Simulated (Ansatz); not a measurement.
## A geometry optimisation of BClFSn with PBE-D3(BJ)/def2-SVP

The starting geometry of this gas-phase doublet was optimised with GFN2-xTB.

| atom | x (Å) | y (Å) | z (Å) |
| --- | --- | --- | --- |
| B | 0.5822 | 0.0028 | -1.3887 |
| Cl | -0.7194 | -0.5859 | 1.4319 |
| F | 1.8514 | 0.1544 | -1.3459 |
| Sn | -1.5700 | -0.4529 | -0.8016 |

Question: Where would you expect an optimisation with PBE-D3(BJ)/def2-SVP to take it?

Answer: A new bond forms, giving a structure given below by its coordinates. Distances that change by over a tenth: Cl2–Sn4 (2.39 → 3.12 Å). Contacts that close: B1–Cl2 (3.16 → 1.83 Å).

The energy falls by 0.71 eV over 14 steps:

| step | E − E(last) (eV) |
| --- | --- |
| 1 | 0.705 |
| 2 | 0.611 |
| 4 | 0.467 |
| 5 | 0.297 |
| 7 | 0.145 |
| 8 | 0.010 |
| 10 | 0.001 |
| 11 | 0.001 |
| 13 | 0.000 |
| 14 | 0.000 |

Final geometry (Å):

```json
{"atom": "B", "x (Å)": "0.3196", "y (Å)": "-0.1520", "z (Å)": "-0.7084"}
{"atom": "Cl", "x (Å)": "0.1149", "y (Å)": "-0.4092", "z (Å)": "1.0935"}
{"atom": "F", "x (Å)": "1.5457", "y (Å)": "0.1002", "z (Å)": "-1.1445"}
{"atom": "Sn", "x (Å)": "-1.8360", "y (Å)": "-0.4206", "z (Å)": "-1.3449"}
```

No frequencies were run, so the end isn't proven a minimum. Open shells are spin-unrestricted. Atoms past krypton carry core potentials, without spin–orbit terms. Run with Ansatz 0.2.0, 90 s on 1 thread of AMD EPYC (Zen 3), with other jobs on the host.
